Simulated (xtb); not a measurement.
BH₂, SMILES [BH2+], charge +1. All values are semi-empirical tight-binding results from xtb (GFN2-xTB unless named), good for trends rather than for accurate numbers. Geometry: GFN2-xTB.

Optimised geometry:

Bond lengths (Å): B1–H2 1.175, B1–H3 1.175. Angles (°): H2–B1–H3 180.0.
Charge +1, spin multiplicity 1.

Computed properties:
```json
{
 "point_group_as_xtb_finds_it": "D∞h",
 "orbital_gap": "3.07 eV",
 "zero_point_energy": "8.4 kcal/mol",
 "G − E(el) at 298.15 K (modified RRHO)": "-2.0 kcal/mol",
 "static polarisability (D4 model)": "14.5 bohr³",
 "solvation energy, GFN2-xTB/ALPB(water)": "-72.8 kcal/mol",
 "solvation energy, GFN2-xTB/ALPB(hexane)": "-43.4 kcal/mol"
}
```

Computed IR lines (harmonic; lines under 4 % of the strongest left out, lines within 3 cm⁻¹ merged):
ν (cm⁻¹): 382 (vs), 2632 (m) (against the strongest line: vs over 80 %, s over 45 %, m over 15 %, w over 4 %, vw less)

Q: Give the atomic charges. (The exact figures need the calculation; the answer reports its results.)

A: charges (e) B1 0.55, H2 0.23, H3 0.23.
